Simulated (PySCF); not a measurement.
F6Te, charge -1, multiplicity 2. Atoms are numbered in the order given.

```xyz
7

F      0.0000     1.9926     0.0000
Te     0.0000     0.0000     0.0000
F     -1.9926     0.0000     0.0000
F      1.9926     0.0000     0.0000
F      0.0000     0.0000    -1.9926
F      0.0000     0.0000     1.9926
F      0.0000    -1.9926     0.0000
```
Charge -1, spin multiplicity 2.

Geometry optimised at PBE0-D3(BJ)/def2-SVPD. The spin state was assumed, not searched. The def2 effective core potentials stand for the cores of Te; spin–orbit coupling is left out.

Method: PBE0-D3(BJ)/def2-SVPD run with PySCF 2.14.0.

Frequencies are harmonic and unscaled.

Modes within 1.5 cm⁻¹ of each other (mostly degenerate sets) share a row, with their intensities summed.

```
mode   ν (cm⁻¹)  IR (km/mol)  moving atoms (share of kinetic energy)
-----  --------  -----------  --------------------------------------
1–3         136          0.0                                 F 100 %
4–6         144          7.7                         F 85 %, Te 15 %
7–9         210          0.0                                 F 100 %
10–11       503          0.0                                 F 100 %
12–14       517        868.1                         F 67 %, Te 33 %
15          558          0.0                                 F 100 %
```
